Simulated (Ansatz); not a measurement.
A run for Ansatz (a program for electronic structure): U-CCSD(T)/cc-pVDZ on BF2H (SMILES FBF), a point of a bond scan (R = 1.305 Å).

Ansatz 0.2 input:
```yaml
crystal:
  periodic: [false, false, false]
  atoms:
    - {symbol: B, position_ang: [-0.23542436, -0.38535740, 0.08189990]}
    - {symbol: H, position_ang: [-0.90507462, -1.48148306, 0.31485919]}
    - {symbol: F, position_ang: [0.89919528, -0.13880538, 0.70491879]}
    - {symbol: F, position_ang: [-0.67460427, 0.50643007, -0.78304996]}
basis:
  gaussian:
    orbitals: cc-pVDZ
correlation: {method: ccsd_t, electrons: outside_noble_gas}
scf: {omitted_lower_state_checks: [cluster_reference]}
magnetization: {spin_polarized: true, initial_magnetization: 0}
```

Question: Predict the final total energy.

Answer: -224.7396 hartree (reference determinant -224.2607, T1 diagnostic 0.014).
